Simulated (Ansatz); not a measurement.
A series at Ge: from `[GeH3][SiH2][GeH2][GeH3]`, ligands are replaced one by one, each step taking up H₂ and setting free GeH₄; n counts the steps. Ansatz, PBE0-D4/def2-TZVP geometries. Each molecule was computed in one conformer, which needn't be the lowest.

| n | molecule | HOMO energy, ωB97M-V/def2-TZVPP (eV) |
| --- | --- | --- |
| 0 | `[GeH3][SiH2][GeH2][GeH3]` | -9.73 |
| 1 | `[GeH3][SiH2][GeH3]` | ? |
| 2 | `[SiH3][GeH3]` | -10.34 |
| 3 | SiH₄ | -12.14 |

Problem. By hand: fit a straight line y = ȳ + b (n − n̄) to the 3 given rows and predict n = 1.

Solution. n̄ = 1.667, ȳ = -10.737; Σ(n − n̄)(y − ȳ) = -3.417, Σ(n − n̄)² = 4.667, so b = -0.732 eV a step. Prediction: -10.737 + (-0.732) × (-0.667) = -10.25 eV.

Problem. By hand: compare with the computed value, -9.91 eV, and give the steps along the whole series.

Solution. The line misses by 0.34 eV (computed minus predicted). Steps: -0.18, -0.43, -1.80 eV.

One step carries most of the change, so a line is a poor guide. The highest orbital can change its character along such a series. The miss is 14.1 % of the series' range.
